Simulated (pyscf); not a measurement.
**H₂N–Al(Cl)–Cl, singlet**

Gas-phase minimum from PySCF at ωB97X-D3(BJ)/def2-SVP, one conformer. 

```xyz
6

N      1.3200    -0.0854    -0.6013
Al     0.4843    -0.4202     0.9033
Cl     1.5561    -0.5889     2.6871
Cl    -1.5902    -0.6538     0.9265
H      2.3228     0.0399    -0.6893
H      0.8671     0.0107    -1.5039
```

Bond lengths (Å): N1–Al2 1.753, N1–H5 1.014, N1–H6 1.014, Al2–Cl3 2.088, Al2–Cl4 2.088. Angles (°): Al2–N1–H5 124.7, Al2–N1–H6 124.7, H5–N1–H6 110.6, N1–Al2–Cl3 120.3, N1–Al2–Cl4 120.3, Cl3–Al2–Cl4 119.4.

Properties at ωB97X-D3(BJ)/def2-SVP:

| Property | Value |
|---|---|
| Harmonic wavenumbers, unscaled | 154, 172, 226, 361, 440, 447, 593, 708, 890, 1531, 3629, 3719 cm⁻¹ |
| Zero-point energy | 18.4 kcal/mol |
| Rotational symmetry number | 2 |
| Entropy of this conformer at 298 K and 1 atm, rigid rotor and harmonic oscillator, modes under 100 cm⁻¹ raised to 100 | 321.6 J/(mol K) |
| Dipole moment | 2.61 D |

Single-point totals, which compare only within one level (frozen core for MP2 and CC):

| level | total energy (hartree) |
|---|---|
| ωB97X-D3(BJ)/def2-TZVP | -1219.09008 |
| PBE/def2-TZVP | -1218.45087 |
| r²SCAN/def2-TZVP | -1218.91993 |
| B3LYP-D3(BJ)/def2-TZVP | -1219.09631 |
| PBE0-D3(BJ)/def2-TZVP | -1218.55762 |
| M06-2X/def2-TZVP | -1218.96669 |
| ωB97M-D3(BJ)/def2-TZVP | -1219.19368 |
| HF/def2-TZVPP | -1216.79098 |
| MP2/def2-TZVPP | -1217.45124 |
| CCSD/def2-TZVPP | -1217.49222 |
| CCSD(T)/def2-TZVPP | -1217.52054 |

Soft torsions are taken as harmonic, which can shift the entropy by several J/(mol K). The CCSD(T) − MP2 part came from Ansatz, without density fitting, on the same reference.
